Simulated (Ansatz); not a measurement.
Abridged output of a molecular run in Ansatz:

```
Functional definition: HF
837 factors; integrals over basis functions are off by at most 1.1e-3 eV
mean field evaluation 1: about -30578.7305 eV, gradient 1.7e1 eV
mean field evaluation 2: about -30578.7357 eV, gradient 1.7e1 eV
mean field evaluation 4: about -30580.0984 eV, gradient 2.0e0 eV
mean field evaluation 8: about -30580.1168 eV, gradient 2.2e-4 eV
mean field -30580.11679097 eV, -1123.7985641205 hartree, gradient 1.5e-6 eV, S^2 0.000000; 0 other end points of the search recorded, 0 dependent functions left out
16 core orbitals not correlated: weight in the atoms' cores, before any rotation towards them, 1.000 or more for the frozen orbitals, at most 0.000 for the correlated occupied ones
reference -30580.11679097 eV, -1123.7985641205 hartree; 12, 12 occupied and 60, 60 virtual orbitals, 837 factors
second order -13.46125817 eV of doubles, -0.00000000 eV of singles
cycle   1  -14.28249681 eV  change   -8.2e-1 eV  update   9.4e-2
cycle   2  -14.73872065 eV  change   -4.6e-1 eV  update   2.9e-2
cycle   3  -14.81338217 eV  change   -7.5e-2 eV  update   1.2e-2
cycle   4  -14.80997388 eV  change    3.4e-3 eV  update   3.3e-3
cycle   5  -14.80989299 eV  change    8.1e-5 eV  update   1.3e-3
cycle   6  -14.80947291 eV  change    4.2e-4 eV  update   4.1e-4
cycle   7  -14.80939532 eV  change    7.8e-5 eV  update   1.3e-4
cycle   8  -14.80941377 eV  change   -1.8e-5 eV  update   4.3e-5
cycle   9  -14.80940850 eV  change    5.3e-6 eV  update   1.4e-5
perturbative correction -0.52017432 eV, -0.0191160538 hartree
Total energy: -30595.44637379 eV, -1124.3619158986 hartree
```

Its atoms:

Cartesian coordinates in Å:
```
S -0.062 1.915 -0.361
C -0.466 0.188 -0.310
Si 0.478 -0.910 0.839
S 0.608 -1.033 -1.235
H -0.392 2.148 -1.644
H -1.520 -0.026 -0.462
H 1.602 -0.319 1.594
H -0.248 -1.964 1.580
```

**Question.** Which basis set was used?
A. def2-SVPD
B. def2-TZVPPD
C. cc-pV(T+d)Z
D. def2-SVP

**Answer.** D. It gives 88 functions.

**Question.** Write the keys of the input that set method, charge and spin (a neutral closed shell needs none for the last two).

**Answer.** 
```yaml
correlation: {method: ccsd_t}
```
